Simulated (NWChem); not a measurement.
PbH₂, singlet; SMILES [PbH2]

```xyz
3

Pb     0.0000     0.0000     0.0312
H      1.3091     0.0000    -1.2807
H     -1.3091     0.0000    -1.2807
```
Atoms are numbered in this order, from 1.

Computed with NWChem. Low-valent species are run as closed-shell singlets; no triplet was tried in these runs. Coordinates come from a PBE0/def2-SVP optimisation. def2 effective core potentials on Pb; no spin-orbit coupling. Ions are spin-unrestricted doublets at the neutral geometry; other ion states weren't tried.

For level PBE/def2-SVPD:

- −ε(HOMO) (eV) = 5.74

Q: How do the values read with level B3LYP/def2-SVPD instead?

A: −ε(HOMO) (eV): 6.57
